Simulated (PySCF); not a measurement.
Partial charges of `CC(C)[C@@](C)(F)S(=O)(=O)Cl`

Compound: C5H10ClFO2S.
Z-matrix (Å and degrees, GFN2-xTB geometry), rows numbered from 1:
```
C 
C   1  1.5313
C   2  1.5250  1  111.30
C   2  1.5212  1  110.61  3   124.75
C   4  1.5011  2  119.72  1   -65.66
F   4  1.3700  2  109.29  1    63.77
S   4  1.8632  2  106.84  1   173.34
O   7  1.4295  4  110.93  2    86.58
O   7  1.4255  4  110.65  2   -46.90
Cl  7  2.0294  4  102.04  2  -160.74
H   1  1.0870  2  110.67  3  -176.05
H   1  1.0861  2  109.53  3    64.42
H   1  1.0873  2  110.85  3   -54.95
H   2  1.0959  1  108.68  3  -119.91
H   3  1.0863  2  110.95  1   177.38
H   3  1.0872  2  109.32  1   -63.02
H   3  1.0876  2  110.95  1    56.21
H   5  1.0881  4  110.99  2    55.31
H   5  1.0862  4  109.11  2   -66.17
H   5  1.0888  4  109.11  2   174.97
```

Density: PBE0/pcSseg-1 (PySCF); schemes: Mulliken, IAO, Hirshfeld and ESP-fitted. The structure is a single GFN2-xTB conformer in the gas phase; no vibrational or solvent corrections.

Problem. Do the Mulliken, IAO, Hirshfeld and ESP-fitted schemes agree on where the charge is lowest?

Solution. The schemes don't all agree: Mulliken O8 (-0.477); IAO O8 (-0.841); Hirshfeld O9 (-0.272); ESP-fitted C3 (-0.590).

Problem. Which atoms carry the highest charge in the Mulliken, IAO, Hirshfeld and ESP-fitted schemes?

Solution. All schemes agree: Mulliken S7 (+1.003); IAO S7 (+1.910); Hirshfeld S7 (+0.508); ESP-fitted S7 (+0.621).

Problem. At which atom do the 4 schemes differ most?

Solution. At S7: from +0.508 (Hirshfeld) to +1.910 e (IAO), 1.402 e apart.

Problem. Give the atomic charges in each scheme.

Solution. In e:

```json
{"atom": "C1", "environment": "methyl carbon", "Mulliken": "-0.189", "IAO": "-0.420", "Hirshfeld": "-0.114", "ESP-fitted": "-0.543"}
{"atom": "C2", "environment": "sp3 CH carbon", "Mulliken": "-0.356", "IAO": "-0.120", "Hirshfeld": "-0.032", "ESP-fitted": "+0.488"}
{"atom": "C3", "environment": "methyl carbon", "Mulliken": "-0.226", "IAO": "-0.428", "Hirshfeld": "-0.120", "ESP-fitted": "-0.590"}
{"atom": "C4", "environment": "sp3 C–F carbon", "Mulliken": "-0.106", "IAO": "+0.168", "Hirshfeld": "+0.111", "ESP-fitted": "+0.094"}
{"atom": "C5", "environment": "methyl carbon", "Mulliken": "-0.172", "IAO": "-0.451", "Hirshfeld": "-0.133", "ESP-fitted": "-0.392"}
{"atom": "F6", "environment": "alkyl fluorine", "Mulliken": "-0.286", "IAO": "-0.298", "Hirshfeld": "-0.077", "ESP-fitted": "-0.201"}
{"atom": "S7", "environment": "sulfonyl sulfur", "Mulliken": "+1.003", "IAO": "+1.910", "Hirshfeld": "+0.508", "ESP-fitted": "+0.621"}
{"atom": "O8", "environment": "sulfonyl oxygen", "Mulliken": "-0.477", "IAO": "-0.841", "Hirshfeld": "-0.268", "ESP-fitted": "-0.382"}
{"atom": "O9", "environment": "sulfonyl oxygen", "Mulliken": "-0.466", "IAO": "-0.825", "Hirshfeld": "-0.272", "ESP-fitted": "-0.372"}
{"atom": "Cl10", "environment": "chlorine bonded to S", "Mulliken": "-0.111", "IAO": "-0.254", "Hirshfeld": "-0.053", "ESP-fitted": "-0.056"}
{"atom": "H11", "environment": "methyl hydrogen", "Mulliken": "+0.132", "IAO": "+0.154", "Hirshfeld": "+0.041", "ESP-fitted": "+0.148"}
{"atom": "H12", "environment": "methyl hydrogen", "Mulliken": "+0.131", "IAO": "+0.154", "Hirshfeld": "+0.052", "ESP-fitted": "+0.146"}
{"atom": "H13", "environment": "methyl hydrogen", "Mulliken": "+0.111", "IAO": "+0.136", "Hirshfeld": "+0.041", "ESP-fitted": "+0.134"}
{"atom": "H14", "environment": "methine hydrogen", "Mulliken": "+0.159", "IAO": "+0.161", "Hirshfeld": "+0.039", "ESP-fitted": "-0.012"}
{"atom": "H15", "environment": "methyl hydrogen", "Mulliken": "+0.154", "IAO": "+0.153", "Hirshfeld": "+0.031", "ESP-fitted": "+0.182"}
{"atom": "H16", "environment": "methyl hydrogen", "Mulliken": "+0.129", "IAO": "+0.153", "Hirshfeld": "+0.052", "ESP-fitted": "+0.153"}
{"atom": "H17", "environment": "methyl hydrogen", "Mulliken": "+0.116", "IAO": "+0.139", "Hirshfeld": "+0.043", "ESP-fitted": "+0.148"}
{"atom": "H18", "environment": "methyl hydrogen", "Mulliken": "+0.147", "IAO": "+0.163", "Hirshfeld": "+0.059", "ESP-fitted": "+0.165"}
{"atom": "H19", "environment": "methyl hydrogen", "Mulliken": "+0.158", "IAO": "+0.176", "Hirshfeld": "+0.052", "ESP-fitted": "+0.131"}
{"atom": "H20", "environment": "methyl hydrogen", "Mulliken": "+0.150", "IAO": "+0.171", "Hirshfeld": "+0.041", "ESP-fitted": "+0.139"}
```

Mean size of the charges over all atoms: IAO 0.364 e, ESP-fitted 0.255 e, Mulliken 0.239 e, Hirshfeld 0.107 e. Each set sums to the total charge, 0, to within 0.001 e. The Mulliken scheme counts on each atom the diagonal of the density matrix times the overlap matrix over that atom's basis functions.

Problem. How many electrons does the IAO scheme count on F6?

Solution. Z − q = 9 − (-0.298) = 9.298.

Problem. How closely do the schemes follow one another over all atoms?

Solution. Correlation coefficient and root-mean-square difference: IAO with Hirshfeld 0.99, 0.395 e; Mulliken with IAO 0.95, 0.266 e; Mulliken with Hirshfeld 0.94, 0.178 e; Hirshfeld with ESP-fitted 0.79, 0.212 e; IAO with ESP-fitted 0.79, 0.359 e; Mulliken with ESP-fitted 0.68, 0.252 e.
